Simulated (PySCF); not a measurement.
PySCF job for C₂H₇BFNO, SMILES COCB(N)F, PBE-D3(BJ)/def2-SVP. Geometry optimised at PBE-D3(BJ)/def2-SVP. The structure was generated by enumeration, and PubChem lists no compound with its InChIKey, so it may never have been made. Other conformers were not sampled.

```python
import numpy as np
from pyscf import gto, scf, dft, df
from pyscf.hessian import thermo

mol = gto.M(
    atom='''
    C     2.05117686    0.70315071    0.08529401
    O     1.25383260    0.16497600   -0.94209225
    C     0.36321273   -0.84724135   -0.46502030
    B    -0.94925799   -0.25621007    0.21799851
    N    -1.27850906    1.09552479    0.05763078
    F    -1.75843616   -1.07085745    0.93831273
    H     2.71059543   -0.07032299    0.55247306
    H     2.69520475    1.48687296   -0.36112326
    H     1.44339949    1.16510608    0.90238831
    H     0.89074824   -1.56211425    0.21564721
    H     0.06348167   -1.45255877   -1.35070201
    H    -2.11242294    1.53795967    0.44174551
    H    -0.68622625    1.68988724   -0.52355578
    ''',
    basis='def2-SVP',
    charge=0,
    spin=0,
    max_memory=1600,
    verbose=3,
)
mf = dft.RKS(mol, xc='pbe').density_fit(auxbasis='def2-universal-jkfit')
mf.disp = 'd3bj'
mf.grids.level = 3
mf.conv_tol = 1e-11
mf.max_cycle = 100
mf.kernel()

# [left out here: the lines that compute and print the analytic Hessian (its translational invariance restored by hand, since the grid's response is missing), thermochemistry and intensities]
```

It prints:

```
[...]
      11   H                 0.08  0.27 -0.02   -0.00 -0.05  0.03    0.01  0.06 -0.00
      12   H                 0.10 -0.27 -0.06   -0.01 -0.00 -0.00   -0.00  0.00 -0.00
Mode                                15                  16                  17
Irrep
Freq [cm^-1]                     1137.9001           1171.3303           1206.0770
Reduced mass [au]                   1.2901              2.1662              1.7126
Force const [Dyne/A]                0.9842              1.7511              1.4678
Char temp [K]                    1637.1849           1685.2835           1735.2763
Normal mode                   x     y     z       x     y     z       x     y     z
       0   C                -0.08  0.10  0.01    0.10  0.07 -0.01    0.02  0.03  0.00
       1   O                 0.03 -0.04 -0.01   -0.10 -0.08  0.01   -0.02 -0.05 -0.00
       2   C                 0.01 -0.00 -0.00    0.05  0.05 -0.03   -0.05  0.02  0.01
       3   B                 0.01  0.00 -0.00    0.05 -0.01 -0.02   -0.13  0.01  0.08
       4   N                -0.00 -0.00  0.00   -0.01  0.01  0.00    0.03 -0.02 -0.01
       5   F                -0.00 -0.00  0.00   -0.02 -0.01  0.01    0.04  0.03 -0.03
       6   H                -0.21 -0.31 -0.49   -0.20 -0.11  0.09   -0.05 -0.03  0.02
       7   H                 0.23 -0.14  0.03    0.20  0.19  0.35    0.08  0.05  0.11
       8   H                 0.36 -0.01  0.39   -0.21 -0.23 -0.08    0.01 -0.06  0.05
       9   H                -0.10 -0.04  0.06   -0.19 -0.06  0.06    0.48  0.09 -0.32
      10   H                 0.02  0.04 -0.03    0.08  0.04 -0.04    0.36 -0.04 -0.09
      11   H                -0.00  0.00 -0.00    0.00  0.07 -0.03   -0.02 -0.17  0.06
      12   H                 0.00 -0.00  0.00    0.01  0.00  0.01   -0.02  0.04  0.01
Mode                                18                  19                  20
Irrep
Freq [cm^-1]                     1247.3319           1339.8568           1373.3291
Reduced mass [au]                   1.3538              2.4653              1.4286
Force const [Dyne/A]                1.2410              2.6075              1.5875
Char temp [K]                    1794.6329           1927.7557           1975.9148
Normal mode                   x     y     z       x     y     z       x     y     z
       0   C                -0.00  0.02 -0.07   -0.01 -0.01 -0.01    0.00  0.01  0.01
       1   O                 0.04  0.01  0.09    0.02  0.00 -0.00    0.01  0.03  0.01
       2   C                -0.02 -0.01 -0.06   -0.12  0.03  0.06    0.04  0.05 -0.02
       3   B                 0.01 -0.01 -0.03    0.14 -0.09 -0.06   -0.07 -0.10  0.07
       4   N                -0.00  0.01  0.00   -0.03  0.03  0.01    0.01  0.01 -0.01
       5   F                -0.00 -0.00  0.00   -0.02 -0.01  0.01    0.03  0.03 -0.02
       6   H                -0.15 -0.07 -0.00    0.03  0.02 -0.02   -0.03 -0.08 -0.10
       7   H                 0.11  0.07  0.17    0.03  0.01  0.06   -0.02 -0.05 -0.12
       8   H                -0.05 -0.15 -0.00    0.03  0.03  0.00   -0.12 -0.05 -0.06
       9   H                 0.35  0.25 -0.09    0.19 -0.05 -0.27   -0.31 -0.39 -0.17
      10   H                -0.53 -0.27  0.28    0.31 -0.08 -0.00    0.01 -0.41  0.28
      11   H                 0.01  0.04 -0.01    0.05  0.30 -0.13    0.04  0.14 -0.07
      12   H                -0.01  0.00 -0.01   -0.09  0.12  0.02   -0.15  0.22  0.04
Mode                                21                  22                  23
Irrep
Freq [cm^-1]                     1381.4488           1402.3877           1411.3614
Reduced mass [au]                   1.4818              1.0463              1.1466
Force const [Dyne/A]                1.6661              1.2124              1.3457
Char temp [K]                    1987.5973           2017.7237           2030.6348
Normal mode                   x     y     z       x     y     z       x     y     z
       0   C                -0.00 -0.01  0.00   -0.05  0.02  0.00   -0.05 -0.06 -0.05
       1   O                -0.01 -0.01 -0.01   -0.01  0.00  0.00   -0.02 -0.01 -0.00
       2   C                 0.01 -0.03 -0.01    0.00  0.00 -0.00    0.03  0.02 -0.01
       3   B                -0.04 -0.14  0.06    0.00  0.01 -0.00   -0.01  0.01  0.00
       4   N                 0.01  0.02 -0.01   -0.00 -0.00  0.00    0.00 -0.01  0.00
       5   F                 0.03  0.03 -0.02   -0.00 -0.00  0.00    0.00 -0.00  0.00
       6   H                 0.08  0.06 -0.00    0.45  0.35 -0.10    0.23  0.23  0.02
       7   H                 0.05  0.01  0.11    0.54 -0.44  0.02    0.12  0.18  0.59
       8   H                 0.04  0.06 -0.00   -0.25 -0.26 -0.02    0.36  0.41  0.01
       9   H                 0.04  0.31  0.31   -0.00  0.00 -0.01   -0.10 -0.13 -0.07
      10   H                -0.16  0.34 -0.20    0.01 -0.01  0.01   -0.00 -0.13  0.10
      11   H                 0.07  0.27 -0.13   -0.00 -0.02  0.01    0.00 -0.01  0.00
      12   H                -0.23  0.31  0.05    0.02 -0.02 -0.00    0.00 -0.01 -0.00
Mode                                24                  25                  26
Irrep
Freq [cm^-1]                     1437.0037           1539.1281           2881.7728
Reduced mass [au]                   1.0613              1.9939              1.0387
Force const [Dyne/A]                1.2912              2.7829              5.0825
Char temp [K]                    2067.5283           2214.4627           4146.2294
Normal mode                   x     y     z       x     y     z       x     y     z
       0   C                 0.02 -0.01  0.06   -0.01 -0.00 -0.01    0.01 -0.00  0.05
       1   O                 0.00 -0.01  0.02    0.01  0.00 -0.00    0.00  0.00  0.00
       2   C                -0.01 -0.01 -0.00   -0.01  0.01  0.00   -0.01  0.01 -0.00
       3   B                 0.00  0.00 -0.00    0.02 -0.15  0.03    0.00  0.00 -0.00
       4   N                -0.00  0.01 -0.00   -0.03  0.13 -0.02   -0.00 -0.00 -0.00
       5   F                -0.00 -0.00  0.00    0.01  0.02 -0.01    0.00 -0.00 -0.00
       6   H                 0.15 -0.25 -0.59   -0.00  0.03  0.04   -0.39  0.47 -0.26
       7   H                -0.00  0.06  0.12    0.00 -0.00  0.01   -0.15 -0.18  0.11
       8   H                -0.35  0.37 -0.45    0.04 -0.02  0.03    0.36 -0.27 -0.46
       9   H                 0.08  0.06  0.00   -0.05  0.02  0.03    0.10 -0.12  0.12
      10   H                -0.02  0.02 -0.02   -0.02  0.02  0.00   -0.02 -0.04 -0.06
      11   H                -0.02 -0.06  0.03   -0.18 -0.37  0.23    0.00  0.00 -0.00
      12   H                 0.05 -0.05 -0.00    0.34 -0.31 -0.11   -0.00  0.00  0.00
Mode                                27                  28                  29
Irrep
Freq [cm^-1]                     2904.3157           2937.4534           2986.9951
Reduced mass [au]                   1.0673              1.1041              1.0931
Force const [Dyne/A]                5.3045              5.6130              5.7462
Char temp [K]                    4178.6637           4226.3415           4297.6209
Normal mode                   x     y     z       x     y     z       x     y     z
       0   C                 0.01 -0.01  0.01   -0.06  0.06  0.02   -0.00  0.00 -0.00
       1   O                -0.00 -0.00  0.00   -0.00 -0.00  0.00    0.00  0.00 -0.00
       2   C                 0.03 -0.06  0.02    0.00 -0.01  0.00    0.03  0.03  0.07
       3   B                -0.00 -0.00  0.00   -0.00  0.00  0.00    0.00  0.00  0.00
       4   N                -0.00  0.00  0.00   -0.00 -0.00 -0.00   -0.00 -0.00 -0.00
       5   F                 0.00  0.00 -0.00    0.00 -0.00 -0.00   -0.00  0.00 -0.00
       6   H                -0.13  0.14 -0.09    0.37 -0.46  0.27    0.01 -0.01  0.01
       7   H                -0.03 -0.04  0.02   -0.02  0.00  0.01   -0.00 -0.00  0.00
       8   H                 0.04 -0.03 -0.05    0.38 -0.27 -0.50   -0.00  0.00  0.00
       9   H                -0.43  0.56 -0.55   -0.05  0.05 -0.06   -0.14  0.18 -0.16
      10   H                 0.09  0.14  0.23    0.01  0.02  0.03   -0.23 -0.49 -0.73
      11   H                -0.00  0.00  0.00   -0.00 -0.00  0.00    0.00 -0.00  0.00
      12   H                -0.00  0.00 -0.00    0.00  0.00  0.00   -0.00 -0.00  0.00
Mode                                30                  31                  32
Irrep
Freq [cm^-1]                     3053.3440           3516.4685           3631.8805
Reduced mass [au]                   1.0978              1.0493              1.0996
Force const [Dyne/A]                6.0302              7.6449              8.5454
Char temp [K]                    4393.0823           5059.4152           5225.4675
Normal mode                   x     y     z       x     y     z       x     y     z
       0   C                -0.04 -0.06  0.05   -0.00  0.00 -0.00    0.00 -0.00  0.00
       1   O                -0.00 -0.00 -0.00   -0.00 -0.00  0.00   -0.00  0.00 -0.00
       2   C                 0.00  0.00  0.00   -0.00  0.00  0.00   -0.00 -0.00  0.00
       3   B                 0.00  0.00  0.00   -0.00  0.00 -0.00    0.00  0.00 -0.00
       4   N                -0.00 -0.00  0.00    0.01 -0.05  0.01    0.07  0.00 -0.04
       5   F                -0.00  0.00  0.00    0.00  0.00 -0.00   -0.00 -0.00  0.00
       6   H                -0.10  0.11 -0.05    0.00 -0.00  0.00   -0.00  0.00 -0.00
       7   H                 0.53  0.65 -0.38   -0.00 -0.00  0.00    0.00  0.00 -0.00
       8   H                 0.10 -0.08 -0.11   -0.00  0.00  0.00    0.00 -0.00 -0.00
       9   H                -0.00  0.00 -0.00    0.00 -0.00 -0.00    0.00  0.00 -0.00
      10   H                -0.00 -0.00 -0.01   -0.00 -0.00 -0.00    0.00 -0.00 -0.00
      11   H                -0.00  0.00  0.00   -0.52  0.27  0.24   -0.59  0.32  0.27
      12   H                 0.00  0.00 -0.00    0.43  0.43 -0.42   -0.35 -0.37  0.35
temperature 298.1500 [K]
pressure 101325.00 [Pa]
Rotational constants [GHz] 6.32755 2.12640 1.84149
Symmetry number 1
Zero-point energy (ZPE) 0.10133 [Eh]   266032.987 [J/mol]
                           tot       elec      trans        rot        vib
Entropy [J/mol/K]       348.095      0.000    164.989    112.818     70.288
Cv [J/mol/K]            107.341      0.000     12.472     12.472     82.397
Cp [J/mol/K]            115.655      0.000     20.786     12.472     82.397
Internal energy [J/mol]                      3718.434   3718.434 277950.812
Internal energy [Eh]   -334.44337  -334.55207
Enthalpy [J/mol]                             6197.391   3718.434 277950.812
Enthalpy [Eh]          -334.44242
Gibbs free energy [J/mol]                  -42994.112 -29918.198 256994.360
Gibbs free energy [Eh] -334.48195
mode   freq/cm-1   IR/(km/mol)
   1       84.76         1.984
   2      134.31         2.879
   3      169.24         6.751
   4      242.47         7.811
   5      346.90         0.732
   6      391.38         8.074
   7      414.83        21.415
   8      477.60        22.070
   9      496.09       119.137
  10      636.80         0.639
  11      764.56         1.213
  12      842.32        14.973
  13      864.99         9.340
  14      938.71        28.543
  15     1112.90        73.302
  16     1137.90         3.938
  17     1171.33        89.839
  18     1206.08        57.266
  19     1247.33        17.076
  20     1339.86        58.160
  21     1373.33        44.602
  22     1381.45        49.590
  23     1402.39         4.620
  24     1411.36         0.387
  25     1437.00         6.842
  26     1539.13       245.739
  27     2881.77        67.294
  28     2904.32        50.335
  29     2937.45        58.226
  30     2987.00        16.315
  31     3053.34        23.539
  32     3516.47        32.214
  33     3631.88        44.455
max |gradient| / (hartree/bohr): 0.00028585241046536706
APT charges: [ 0.4993 -0.694   0.2039  0.9812 -0.6666 -0.5558 -0.0675 -0.0159 -0.0568
 -0.0411 -0.0085  0.2063  0.2156]
```

Self-consistency was reached.
